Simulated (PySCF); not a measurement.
Au(Me)(CNMe) (C₃H₆AuN), SMILES C[N+]#[C-]->[Au][CH3], multiplicity 1.

Coordinates come from a PBE-D3(BJ)/def2-SVP optimisation. The spin state was assumed, not searched. The isomer is the one that the SMILES or the coordinates give; other isomers of the formula were not compared. The def2 effective core potentials stand for the cores of Au; spin–orbit coupling is left out.

All values below come from TDDFT-ωB97X/def2-SVPD (PySCF).

Vertical excitations; the highest root listed may be one member of a degenerate set. Isolated molecule, no solvent. State labels are in the subgroup Cs.

Computed UV-visible absorptions:
```tsv
state	symmetry	energy (eV)	λ (nm)	f	main pairs
S1	A"	5.12	242	0.064	HOMO→LUMO (degenerate set)
S2	A'	5.12	242	0.064	HOMO→LUMO+1 (degenerate set)
S3	A"	5.96	208	0.000	HOMO−1→LUMO 45 %, HOMO−2→LUMO+1 45 %
S4	A"	6.07	204	0.000	HOMO−2→LUMO+1, HOMO−1→LUMO (degenerate set)
S5	A'	6.07	204	0.000	HOMO−2→LUMO, HOMO−1→LUMO+1 (degenerate set)
S6	A'	6.08	204	0.000	HOMO−4→LUMO 47 %, HOMO−5→LUMO+1 47 %
S7	A"	6.09	204	0.000	HOMO−5→LUMO 48 %, HOMO−4→LUMO+1 48 %
S8	A"	6.28	197	0.023	HOMO−4→LUMO+1, HOMO−5→LUMO (degenerate set)
S9	A'	6.28	197	0.023	HOMO−5→LUMO+1, HOMO−4→LUMO (degenerate set)
S10	A"	6.60	188	0.001	HOMO−3→LUMO 86 %
T1	A"	4.83	257	0	HOMO→LUMO (degenerate set)
T2	A'	4.83	257	0	HOMO→LUMO+1 (degenerate set)
T3	A'	5.55	223	0	HOMO−2→LUMO 40 %, HOMO−1→LUMO+1 40 %
T4	A"	5.78	214	0	HOMO−1→LUMO 44 %, HOMO−2→LUMO+1 44 %
```
Triplets are in the Tamm–Dancoff approximation, which puts them higher than full response would, so one can lie above its singlet here.
